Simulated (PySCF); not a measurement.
## Radial density of Cd(21+) (cadmium, charge +21)

TPSS, [Ar] 3d9, 2D determinant. Computed with PySCF 2.14 in an uncontracted even-tempered set (17 s from 2.1 bohr⁻², ratio 2.5; 11 p from 2.7 bohr⁻², ratio 2.5; 8 d from 2.7 bohr⁻², ratio 2.5; 4 f from 14 bohr⁻², ratio 2.7; 4 g from 22 bohr⁻², ratio 2.7), with the non-relativistic Hamiltonian (point nucleus).

```tsv
r (bohr)	4πr²ρ (e/bohr)	4πr²(ρα − ρβ)
0.000580	0.3095	0.0000
0.000975	0.8430	0.0000
0.00164	2.238	0.0000
0.00276	5.687	-0.0001
0.00464	13.43	-0.0002
0.00780	28.09	-0.0004
0.0131	48.00	-0.0006
0.0221	59.89	-0.0002
0.0371	53.35	0.0075
0.0625	59.87	0.0926
0.105	75.31	0.6679
0.177	50.63	2.4037
0.297	57.03	3.1695
0.500	19.32	0.9038
0.841	0.4569	0.0248
1.41	0.0003288	0.0000
```

A non-relativistic calculation at this Z misses sizeable relativistic shifts. Spin-orbit coupling, absent here, splits the open shell strongly.
